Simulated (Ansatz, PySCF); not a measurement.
The pair A = SiH4 (SMILES [SiH4]) (first 5 atoms), B = CH3F (SMILES CF); geometry from B3LYP-D3(BJ)/def2-TZVP.
(charge 0, multiplicity 1):
```xyz
10

Si     0.1615     0.1312     0.0392
H     -1.1606     0.4778     0.6067
H      1.1514     1.1778     0.3670
H      0.0327     0.0251    -1.4342
H      0.6023    -1.1777     0.5712
C     -0.4928    -0.7292     3.6797
F      0.3465     0.2637     3.1817
H     -0.1036    -1.7005     3.3740
H     -0.5123    -0.6533     4.7672
H     -1.4921    -0.5782     3.2710
```

Rows in 6-31G* carry no dispersion term and start afresh at each structure (6-31G* with six Cartesian d functions). MP2/6-31G* freezes PySCF's default core.

Codes used: Ansatz (a first-principles code) with Gaussian orbitals; PySCF for 6-31G* rows. Each number belongs to the level named beside it.

Total energies (hartree), monomers frozen at their geometry in the pair:

| structure | HF/aug-cc-pV(D+d)Z | PBE/def2-TZVPPD | MP2/6-31G* |
|---|---|---|---|
| AB | -430.3078619 | -431.3723954 | -430.6471038 |
| A in the pair's basis | -291.2505338 | -291.7217091 | -291.3074255 |
| B in the pair's basis | -139.0576668 | -139.6497338 | -139.3394552 |
| A | -291.2502640 | -291.7216716 | -291.3070504 |
| B | -139.0573849 | -139.6496905 | -139.3358130 |

Work out the interaction energy without and with the counterpoise correction, and the superposition error, for each level.


E(AB) − E(A) − E(B), times 627.509 kcal/mol, with the monomers in their own basis and then in the pair's basis:
- HF/aug-cc-pV(D+d)Z: -0.13 uncorrected, 0.21 corrected; the monomers gain 0.35 kcal/mol from borrowed functions
- PBE/def2-TZVPPD: -0.65 uncorrected, -0.60 corrected; the monomers gain 0.05 kcal/mol from borrowed functions
- MP2/6-31G*: -2.66 uncorrected, -0.14 corrected; the monomers gain 2.52 kcal/mol from borrowed functions
